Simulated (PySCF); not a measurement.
H$_{2}$BrGaO$_{2}$, singlet, geometry from GFN2-xTB (such geometries of metal compounds can be far from the true shape). Base run: HF/6-31G (PySCF).

Here is a job for PySCF.
```python
from pyscf import gto, scf, solvent

mol = gto.M(
    atom='''
Ga    0.53465621    0.51752246    0.01453061
Br   -1.09180885   -1.04459132   -0.03677766
O     0.32706076    1.94751373   -0.93867462
H     1.00608678    2.62230577   -0.93040308
O     1.97712876    0.33950030    0.96837451
H     2.19936455   -0.40091795    1.52957304
''',
    basis='6-31g',
    verbose=3,
)

mf = scf.RHF(mol)
mf.kernel()
```

Variants of this job, named by their change:

```json
[
 {"change": "base", "ΔE vs base (kJ/mol)": "0.00", "dipole (D)": "2.59", "HOMO-LUMO gap (eV)": "13.35"},
 {"change": "model = IEF-PCM; solvent = toluene; vdw_scale = 1.0", "ΔE vs base (kJ/mol)": "-64.4", "dipole (D)": "2.95", "HOMO-LUMO gap (eV)": "13.61"},
 {"change": "model = IEF-PCM; solvent = toluene; vdw_scale = 1.4", "ΔE vs base (kJ/mol)": "-15.92", "dipole (D)": "2.78", "HOMO-LUMO gap (eV)": "13.49"},
 {"change": "model = IEF-PCM; solvent = acetonitrile", "ΔE vs base (kJ/mol)": "-64.1", "dipole (D)": "3.16", "HOMO-LUMO gap (eV)": "13.77"},
 {"change": "model = IEF-PCM; solvent = toluene; lebedev_order = 41", "ΔE vs base (kJ/mol)": "-30.6", "dipole (D)": "2.85", "HOMO-LUMO gap (eV)": "13.55"},
 {"change": "model = IEF-PCM; solvent = toluene; lebedev_order = 11", "ΔE vs base (kJ/mol)": "-29.4", "dipole (D)": "2.84", "HOMO-LUMO gap (eV)": "13.54"},
 {"change": "model = IEF-PCM; solvent = toluene; r_probe = 0.5", "ΔE vs base (kJ/mol)": "-11.09", "dipole (D)": "2.75", "HOMO-LUMO gap (eV)": "13.47"},
 {"change": "model = IEF-PCM; solvent = 2-propanol", "ΔE vs base (kJ/mol)": "-61.6", "dipole (D)": "3.14", "HOMO-LUMO gap (eV)": "13.75"},
 {"change": "model = ddCOSMO; solvent = toluene", "ΔE vs base (kJ/mol)": "-26.6", "dipole (D)": "2.85", "HOMO-LUMO gap (eV)": "13.55"},
 {"change": "model = COSMO; solvent = toluene", "ΔE vs base (kJ/mol)": "-30.8", "dipole (D)": "2.85", "HOMO-LUMO gap (eV)": "13.55"},
 {"change": "model = SS(V)PE; solvent = toluene", "ΔE vs base (kJ/mol)": "-30.3", "dipole (D)": "2.85", "HOMO-LUMO gap (eV)": "13.55"},
 {"change": "model = C-PCM; solvent = toluene", "ΔE vs base (kJ/mol)": "-37.6", "dipole (D)": "2.91", "HOMO-LUMO gap (eV)": "13.59"}
]
```

The base is the gas phase, so ΔE is the electrostatic part of solvation at a fixed geometry, without cavity and dispersion terms.
